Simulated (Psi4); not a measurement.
methane (CH4), singlet, at a GFN2-xTB geometry; CAM-B3LYP/pcseg-1 (Psi4 1.11).

The Psi4 input:
```
memory 2 GB

molecule mol {
0 1
C     0.000000    0.000000    0.000000
H     0.636597    0.627096    0.610389
H    -0.628026   -0.606917    0.638995
H     0.612857   -0.642402   -0.618713
H    -0.621428    0.622223   -0.630670
}

set {
  basis pcseg-1
  reference rks
  d_convergence 1e-4
}

energy('cam-b3lyp')
print_variables()
```

What the program printed (banner, timings and long lists left out):

```
   => Loading Basis Set <=

    Name: PCSEG-1
    Role: ORBITAL
    Keyword: BASIS

         ---------------------------------------------------------
                                   SCF
               by Justin Turney, Rob Parrish, Andy Simmonett
                          and Daniel G. A. Smith
                              RKS Reference
         ---------------------------------------------------------

  ==> Geometry <==

    Molecular point group: c1
    Full point group: C1

    Geometry (in Angstrom), charge = 0, multiplicity = 1:

       Center              X                  Y                   Z               Mass
    ------------   -----------------  -----------------  -----------------  -----------------
         C            0.000000000000     0.000000000000    -0.000000062866    12.000000000000
         H            0.636597000000     0.627096000000     0.610388937134     1.007825032230
         H           -0.628026000000    -0.606917000000     0.638994937134     1.007825032230
         H            0.612857000000    -0.642402000000    -0.618713062866     1.007825032230
         H           -0.621428000000     0.622223000000    -0.630670062866     1.007825032230

  Running in c1 symmetry.

  Rotational constants: A =      5.35620  B =      5.35619  C =      5.35619 [cm^-1]
  Rotational constants: A = 160574.68703  B = 160574.61287  C = 160574.60371 [MHz]
  Nuclear repulsion =   13.532672114894732

  Charge       = 0
  Multiplicity = 1
  Electrons    = 10
  Nalpha       = 5
  Nbeta        = 5

  ==> Algorithm <==

  SCF Algorithm Type is DF.
  DIIS enabled.
  MOM disabled.
  Fractional occupation disabled.
  Guess Type is SAD.
  Energy threshold   = 1.00e-06
  Density threshold  = 1.00e-04
  Integral threshold = 1.00e-12

  ==> Primary Basis <==

  Basis Set: PCSEG-1
    Blend: PCSEG-1
    Number of shells: 18
    Number of basis functions: 34
    Number of Cartesian functions: 35
    Spherical Harmonics?: true
    Max angular momentum: 2

  ==> DFT Potential <==

   => LibXC <=

    Version 7.1.2
    S. Lehtola, C. Steigemann, M. J. T. Oliveira, and M. A. L. Marques,  SoftwareX 7, 1–5 (2018) (10.1016/j.softx.2017.11.002)

   => Composite Functional: CAM-B3LYP <=

    CAM-B3LYP Hyb-GGA Exchange-Correlation Functional

    T. Yanai, D. P. Tew, and N. C. Handy,  Chem. Phys. Lett. 393, 51 (2004) (10.1016/j.cplett.2004.06.011)

    Deriv               =              1
    GGA                 =           TRUE
[...]
   @DF-RKS iter   1:   -40.32412210968988   -3.35849e-01   1.61309e-02 ADIIS/DIIS
   @DF-RKS iter   2:   -40.36855257594922   -4.44305e-02   1.32222e-02 ADIIS/DIIS
   @DF-RKS iter   3:   -40.47774979853517   -1.09197e-01   3.48742e-04 ADIIS/DIIS
   @DF-RKS iter   4:   -40.47786368334697   -1.13885e-04   5.61882e-05 DIIS
   @DF-RKS iter   5:   -40.47786622938212   -2.54604e-06   3.16405e-06 DIIS
   @DF-RKS iter   6:   -40.47786624054702   -1.11649e-08   1.83110e-07 DIIS
  Energy and wave function converged.

  ==> Post-Iterations <==

   Electrons on quadrature grid:
      Ntotal   =    9.9999992175 ; deviation = -7.825e-07

    Orbital Energies [Eh]
    ---------------------

    Doubly Occupied:

[...]
    Virtual:

[...]
    Final Occupation by Irrep:
              A
    DOCC [     5 ]
    NA   [     5 ]
    NB   [     5 ]

  @DF-RKS Final Energy:   -40.47786624054702

   => Energetics <=

    Nuclear Repulsion Energy =             13.5326721148947318
    One-Electron Energy =                 -79.9698425193346907
    Two-Electron Energy =                  30.8147589974145859
    DFT Exchange-Correlation Energy =      -4.8554548335216561
    Empirical Dispersion Energy =           0.0000000000000000
    VV10 Nonlocal Energy =                  0.0000000000000000
    Total Energy =                        -40.4778662405470229

Computation Completed

Properties will be evaluated at   0.000000,   0.000000,   0.000000 [a0]

Properties computed using the SCF density matrix

 Multipole Moments:

 ------------------------------------------------------------------------------------
     Multipole            Electronic (a.u.)      Nuclear  (a.u.)        Total (a.u.)
 ------------------------------------------------------------------------------------

 L = 1.  Multiply by 2.5417464519 to convert [e a0] to [Debye]
 Dipole X            :         -0.0000004           -0.0000000           -0.0000004
 Dipole Y            :         -0.0000006            0.0000000           -0.0000006
 Dipole Z            :         -0.0000007            0.0000007            0.0000000
 Magnitude           :                                                    0.0000007

 ------------------------------------------------------------------------------------

  Variable Map:
  ----------------------------------------------------------------------------
[...]
  Array Variable Map:
  ----------------------------------------------------------------------------
[...]
[...]
```
